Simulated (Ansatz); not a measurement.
The lowest singlet and triplet of OH (SMILES [OH+]); geometries from B3LYP-D3(BJ)/def2-TZVP, each state relaxed from the structure named, with no frequency check, low spin by broken symmetry.
Singlet at the triplet's geometry (charge 1, multiplicity 1):
```xyz
2

O      0.0000     0.0000    -0.1156
H      0.0000     0.0000     0.9250
```

A positive gap puts the triplet lower; no zero-point energy. R- takes a restricted singlet, here one determinant of a half-filled degenerate or near-degenerate pair, which mixes singlet states. The triplet is unrestricted in single-reference levels.

Correlated levels freeze the cores.

Codes used: Ansatz (Gaussian orbitals). Each number belongs to the level named beside it.

Q: One of these levels gives 361.0 kJ/mol for the gap E(singlet) − E(triplet), vertical, at the triplet's geometry. Which?
A. R-CCSDT/cc-pVQZ
B. R-B3LYP/def2-TZVPP
C. R-HF/cc-pVDZ

A: C, R-HF/cc-pVDZ. The others give 289.7 (R-B3LYP/def2-TZVPP), 213.7 (R-CCSDT/cc-pVQZ)

Doubts at one or more of the structures used: a restricted determinant that unrestricted orbitals would lower (R-HF/cc-pVDZ, R-B3LYP/def2-TZVPP, R-CCSDT/cc-pVQZ); other coupled-cluster roots lie near (R-CCSDT/cc-pVQZ).

Ansatz is a first-principles code.
